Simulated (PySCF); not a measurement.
WO2Cl, SMILES [O]=[W](=[O])[Cl] (connectivity only; charge and spin as stated), neutral, multiplicity 2.

Geometry: B3LYP-D3(BJ)/def2-SVP. The spin state was assumed, not searched. The isomer is the one that the SMILES or the coordinates give; other isomers of the formula were not compared. The def2 effective core potentials stand for the cores of W; spin–orbit coupling is left out.

Calculation: ωB97X/def2-TZVPD run with PySCF.

Gas-phase values at a fixed geometry.

```json
{
  "total_energy": "-677.90975 hartree",
  "point_group": "Cs",
  "α spin, highest occupied and lowest empty level": "-10.30 and -1.50 eV",
  "β spin, highest occupied and lowest empty level": "-11.97 and -2.75 eV",
  "dipole_moment": "2.28 D",
  "quadrupole, principal values (traceless, Buckingham form, about the centre of nuclear charge)": "-4.60, -3.50, 8.10 D·Å",
  "mean_static_polarisability": "57.8 bohr³ (8.57 Å³)",
  "polarisability_principal_values": "48.3, 57.8, 67.5 bohr³",
  "⟨S²⟩": "0.754 (pure state 0.75)"
}
```
